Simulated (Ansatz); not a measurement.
One change: `[OH][In]([Cl])[Br]` becomes `[OH][In]([OH])[Br]`.

Ansatz, PBE0-D4/def2-TZVP geometries, multiplicity 1. Each molecule was computed in one conformer, which needn't be the lowest.

Elements past krypton have def2 core potentials. Scalar relativity is left out up to krypton. Spin–orbit coupling is left out; it splits and shifts lone-pair levels of the heavy atoms by tenths of an eV.

```json
{"property": "LUMO energy (B3LYP/def2-TZVPP) / eV", "`[OH][In]([Cl])[Br]`": "-2.91"}
{"property": "LUMO energy (ωB97M-V/def2-TZVPP) / eV", "`[OH][In]([Cl])[Br]`": "-0.66"}
{"property": "HOMO energy (ωB97M-V/def2-TZVPP) / eV", "`[OH][In]([Cl])[Br]`": "-11.03"}
{"property": "HOMO–LUMO gap (PBE/def2-TZVPP) / eV", "`[OH][In]([Cl])[Br]`": "4.04"}
{"property": "HOMO–LUMO gap (PBE0/def2-TZVPP) / eV", "`[OH][In]([Cl])[Br]`": "6.22"}
{"property": "size of the dipole moment (PBE/def2-TZVPP) / D", "`[OH][In]([Cl])[Br]`": "0.97"}
```

(1) What does the change do to each property? (Best estimate.)

## Answers

(1) The calculation gave: 
```csv
property,`[OH][In]([OH])[Br]`,shift
LUMO energy (B3LYP/def2-TZVPP) / eV,-2.60,0.31
LUMO energy (ωB97M-V/def2-TZVPP) / eV,-0.37,0.29
HOMO energy (ωB97M-V/def2-TZVPP) / eV,-10.83,0.20
HOMO–LUMO gap (PBE/def2-TZVPP) / eV,4.06,0.02
HOMO–LUMO gap (PBE0/def2-TZVPP) / eV,6.32,0.10
size of the dipole moment (PBE/def2-TZVPP) / D,1.36,0.39
```

With PBE0 the HOMO rises by 0.22 eV and the LUMO rises by 0.33 eV, so the gap widens by about 0.11 eV. PBE moves the HOMO by 0.29 eV and ωB97M-V by 0.20 eV. Dipoles are sizes alone; their direction can turn.

B3LYP here is the variant with VWN-RPA as its local correlation; programs differ in this.
